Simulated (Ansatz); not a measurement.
Reaction (cleavage of the Si–Si bond): `N[SiH]([SiH3])[InH2]` + `CC(=N)[SiH3]` → `C/C([SiH3])=N\[SiH3]` + `N[SiH2][InH2]`

Program: Ansatz. Geometries: PBE0-D4/def2-TZVP. ΔE: electronic, gas phase. CBS: MP2 limit from def2 TZ/QZ plus the TZ coupled-cluster correction, frozen cores. Functionals use def2-TZVPP. def2 core potentials past Kr. For In outer-core shells are correlated without core-valence functions, which leaves a few kJ/mol of doubt a bond. One conformer a species, not always the lowest.

`N[SiH]([SiH3])[InH2]`:

```xyz
12

N     1.823    0.423    0.807
Si    0.511    0.316   -0.328
Si   -1.397    1.245    0.663
In   -0.114   -2.015   -1.277
H     2.761    0.288    0.461
H     1.721   -0.039    1.699
H     0.887    1.184   -1.484
H    -1.756    0.469    1.885
H    -1.213    2.669    1.058
H    -2.541    1.147   -0.286
H    -1.274   -2.217   -2.552
H     0.593   -3.470   -0.646
```

`CC(=N)[SiH3]`:

Cartesian coordinates in Å:
```
C 0.945 -0.188 -1.206
C -0.222 -0.401 -0.291
N -1.073 -1.301 -0.581
Si -0.362 0.691 1.259
H 0.955 0.839 -1.583
H 0.894 -0.883 -2.045
H 1.887 -0.335 -0.668
H -1.818 -1.351 0.115
H -1.593 0.292 1.989
H -0.441 2.127 0.878
H 0.828 0.509 2.133
```

`C/C([SiH3])=N\[SiH3]`:

```xyz
14

C     0.489    0.131   -1.463
C    -0.280   -0.178   -0.213
Si   -1.952   -1.097   -0.317
N     0.061    0.117    0.970
Si    1.424    0.932    1.666
H     0.716   -0.797   -1.999
H     1.418    0.664   -1.257
H    -0.128    0.731   -2.141
H    -2.285   -1.480   -1.719
H    -3.013   -0.199    0.203
H    -1.871   -2.321    0.518
H     0.888    2.095    2.415
H     2.056   -0.024    2.609
H     2.478    1.425    0.728
```

`N[SiH2][InH2]`:

Cartesian coordinates in Å:
```
N -1.267 -1.150 -0.028
Si -0.352 0.118 -0.764
In 1.389 0.979 0.922
H -0.795 -1.831 0.545
H -2.034 -1.575 -0.527
H -1.310 1.190 -1.158
H 0.349 -0.260 -2.036
H 1.876 0.000 2.269
H 2.144 2.529 0.777
```

```
             level  ΔE (kcal/mol)
            PBE-D4           -1.9
    MP2/def2-TZVPP           -7.3
SCS-MP2/def2-TZVPP           -8.0
CCSD(T)/def2-TZVPP           -5.4
```

(1) What does CCSD(T)/CBS give? (Estimate.)

Largest T1 diagnostic among the species: 0.014.

Answers

(1) Computed: -5.4 kcal/mol. The listed levels differ from it by 3.5, -1.9, -2.6, 0.0 kcal/mol.

In def2-TZVPP, CCSD(T) changes the Hartree–Fock value by +4.8 kcal/mol (the triples alone add +0.6 kcal/mol) and MP2 by +2.9 kcal/mol. From PBE to PBE0 (25 % exact exchange), in def2-TZVPP and without D4, ΔE moves by −1.3 kcal/mol.

CCSD(T)/CBS has its own doubt, a few kJ/mol and more with outer-core shells, so smaller differences from it don't rank the levels.
